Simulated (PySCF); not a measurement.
Two-component Hartree-Fock for Ta(60+) (tantalum, charge +60)

Start: [Ne] 3s2 3p1; 3p1/2 filled at m_j = +1/2. Calculated with PySCF 2.14 in an even-tempered Gaussian basis (18 s from 19 bohr⁻², ratio 2.4; 14 p from 24 bohr⁻², ratio 2.4; 4 d from 81 bohr⁻², ratio 2.6; 4 f from 120 bohr⁻², ratio 2.6): generalised Hartree-Fock with the X2C-1e Hamiltonian and a Gaussian nucleus; one run each with spin-orbit coupling (SO) switched off, then screened by Boettger's factors.

| spinor shell | electrons | ε, spin-free (eV) | ε, screened SO (eV) | weight of nominal j (screened SO) | rms radius, screened SO (bohr) |
| --- | --- | --- | --- | --- | --- |
| 1s1/2 | 2 | -72716.2 | -72691.9 | 1.000 | 0.0211 |
| 2s1/2 | 2 | -16458.7 | -16449.5 | 1.000 | 0.0839 |
| 2p1/2 | 2 | -15031.0 | -15964.3 | 1.000 | 0.0713 |
| 2p3/2 | 4 | -15031.0 | -14645.2 | 1.000 | 0.0783 |
| 3s1/2 | 2 | -6658.0 | -6654.6 | 1.000 | 0.201 |
| 3p1/2 | 1 | -6264.7 | -6510.1 | 1.000 | 0.190 |

```json
{"quantity": "E (hartree)", "spin-free": "-11458.22107", "screened SO": "-11481.01891"}
{"quantity": "M_J", "spin-free": "1/2", "screened SO": "1/2"}
{"quantity": "⟨J²⟩", "spin-free": "1.099", "screened SO": "0.750"}
{"quantity": "⟨L²⟩", "spin-free": "2.001", "screened SO": "2.026"}
{"quantity": "⟨S²⟩", "spin-free": "0.750", "screened SO": "0.775"}
```

Each row is a mean over spinors that exchange with the open shell spreads, by up to 21.009 eV (2p1/2).

Breit and QED terms are absent; they matter most for the inner s and p1/2 levels.

Densities and radii are taken from the X2C orbitals without a picture-change correction, which distorts them close to the nucleus.

Without spin-orbit coupling the j labels of p, d and f shells carry no meaning; the spin-free column gives the mean over the occupied spinors of each nl shell, and its ⟨J²⟩ belongs to a mixture of degenerate components.
